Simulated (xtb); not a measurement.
CHO2, SMILES [O]C=O (connectivity only; charge and spin as stated), charge -1, multiplicity 1. All values are semi-empirical tight-binding results from xtb (GFN2-xTB unless named), good for trends rather than for accurate numbers. Geometry: GFN2-xTB. The spin state was assumed, not searched. The isomer is the one that the SMILES or the coordinates give; other isomers of the formula were not compared.

Optimised geometry:

Bonds (Å): O1–C2 1.230, C2–O3 1.230, C2–H4 1.189. Angles (°): O1–C2–O3 131.6, O1–C2–H4 114.2, O3–C2–H4 114.2.
Charge -1, spin multiplicity 1.

point group as xtb finds it: C2v
orbital gap: 5.35 eV
zero-point energy: 11.7 kcal/mol
G − E(el) at 298.15 K (modified RRHO): -2.8 kcal/mol
static polarisability (D4 model): 26.2 bohr³
solvation energy, GFN2-xTB/ALPB(water): -68.7 kcal/mol
solvation energy, GFN2-xTB/ALPB(acetonitrile): -62.5 kcal/mol

Computed IR lines (harmonic; lines under 4 % of the strongest left out, lines within 3 cm⁻¹ merged):
ν (cm⁻¹): 704 (w), 949 (w), 1275 (s), 1830 (vs), 1978 (vs) (against the strongest line: vs over 80 %, s over 45 %, m over 15 %, w over 4 %, vw less)

Computed atomic charges and the Wiberg bond orders between heavy atoms:
charges (e) O1 -0.60, C2 0.39, O3 -0.60, H4 -0.20. Bond orders O1–C2 1.55, C2–O3 1.55.
